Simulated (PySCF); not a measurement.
PySCF input for HfH4, SMILES [HfH4], multiplicity 1, PBE-D3(BJ)/def2-TZVPD. Geometry optimised at PBE-D3(BJ)/def2-TZVPD. The spin state was assumed, not searched. The def2 effective core potentials stand for the cores of Hf; spin–orbit coupling is left out.

```python
import numpy as np
from pyscf import gto, scf, dft, df
from pyscf.hessian import thermo

mol = gto.M(
    atom='''
    Hf    0.00000000    0.00000000    0.00000000
    H     1.06997557    1.06997557    1.06997557
    H    -1.06997557    1.06997557   -1.06997557
    H    -1.06997557   -1.06997557    1.06997557
    H     1.06997557   -1.06997557   -1.06997557
    ''',
    basis='def2-TZVPD',
    ecp={'Hf': 'def2-tzvp'},
    charge=0,
    spin=0,
    max_memory=1600,
    verbose=3,
)
mf = dft.RKS(mol, xc='pbe').density_fit(auxbasis='def2-universal-jkfit')
mf.disp = 'd3bj'
mf.grids.level = 3
mf.conv_tol = 1e-11
mf.max_cycle = 100
mf.kernel()

# [left out here: the lines that compute and print the analytic Hessian (its translational invariance restored by hand, since the grid's response is missing), thermochemistry and intensities]
```

Output:

```
converged SCF energy = -50.3299063635603

WARN: DFTD3 does not support analytical Hessian, using finite difference


WARN: Mole.unit (angstrom) is changed to Bohr

Mode                                 0                   1                   2
Irrep
Freq [cm^-1]                      542.2284            542.2295            542.2305
Reduced mass [au]                   1.0220              1.0220              1.0220
Force const [Dyne/A]                0.1770              0.1770              0.1770
Char temp [K]                     780.1460            780.1475            780.1490
Normal mode                   x     y     z       x     y     z       x     y     z
       0  Hf                -0.01 -0.00 -0.01   -0.00 -0.01  0.00   -0.01  0.00  0.01
       1   H                 0.07 -0.17  0.02   -0.10  0.44 -0.37    0.48 -0.14 -0.33
       2   H                 0.21  0.41  0.16    0.29  0.25  0.02    0.34 -0.11 -0.47
       3   H                 0.34  0.11  0.47   -0.29  0.25  0.02    0.21 -0.41 -0.16
       4   H                 0.48  0.14  0.33    0.10  0.44 -0.37    0.07  0.17 -0.02
Mode                                 3                   4                   5
Irrep
Freq [cm^-1]                      674.0736            674.0736           1672.6237
Reduced mass [au]                   1.0080              1.0080              1.0164
Force const [Dyne/A]                0.2699              0.2699              1.6754
Char temp [K]                     969.8419            969.8419           2406.5332
Normal mode                   x     y     z       x     y     z       x     y     z
       0  Hf                -0.00  0.00 -0.00   -0.00 -0.00  0.00   -0.00 -0.00 -0.00
       1   H                 0.40 -0.12 -0.28   -0.09  0.39 -0.30    0.48  0.47  0.48
       2   H                -0.40 -0.12  0.28    0.09  0.39  0.30    0.30 -0.28  0.30
       3   H                -0.40  0.12 -0.28    0.09 -0.39 -0.30    0.13  0.12 -0.09
       4   H                 0.40  0.12  0.28   -0.09 -0.39  0.30   -0.05  0.07  0.08
Mode                                 6                   7                   8
Irrep
Freq [cm^-1]                     1672.6243           1672.6249           1731.6907
Reduced mass [au]                   1.0164              1.0164              1.0080
Force const [Dyne/A]                1.6754              1.6754              1.7809
Char temp [K]                    2406.5340           2406.5348           2491.5173
Normal mode                   x     y     z       x     y     z       x     y     z
       0  Hf                -0.00  0.01 -0.00    0.00 -0.00 -0.00    0.00 -0.00 -0.00
       1   H                -0.12 -0.15 -0.11    0.05  0.07  0.08   -0.29 -0.29 -0.29
       2   H                 0.37 -0.39  0.38   -0.13  0.12 -0.09    0.29 -0.29  0.29
       3   H                -0.37 -0.39  0.38   -0.30 -0.28  0.30    0.29  0.29 -0.29
       4   H                 0.12 -0.15 -0.11   -0.48  0.47  0.48   -0.29  0.29  0.29
temperature 298.1500 [K]
pressure 101325.00 [Pa]
Rotational constants [GHz] 54.74179 54.74179 54.74179
Symmetry number 12
Zero-point energy (ZPE) 0.02215 [Eh]   58164.825 [J/mol]
                           tot       elec      trans        rot        vib
Entropy [J/mol/K]       239.222      0.000    173.684     55.582      9.956
Cv [J/mol/K]             47.468      0.000     12.472     12.472     22.524
Cp [J/mol/K]             55.782      0.000     20.786     12.472     22.524
Internal energy [J/mol]                      3718.434   3718.434  60370.575
Internal energy [Eh]   -50.30408  -50.32991
Enthalpy [J/mol]                             6197.391   3718.434  60370.575
Enthalpy [Eh]          -50.30314
Gibbs free energy [J/mol]                  -45586.583 -12853.338  57402.308
Gibbs free energy [Eh] -50.33030
mode   freq/cm-1   IR/(km/mol)
   1      542.23       156.062
   2      542.23       156.062
   3      542.23       156.063
   4      674.07         0.000
   5      674.07         0.000
   6     1672.62       446.443
   7     1672.62       446.443
   8     1672.62       446.443
   9     1731.69         0.000
max |gradient| / (hartree/bohr): 1.0065743334382362e-05
APT charges: [ 1.4521 -0.3631 -0.3631 -0.3631 -0.3631]
```

Self-consistency was reached.

Cost: very roughly 17 core-seconds.
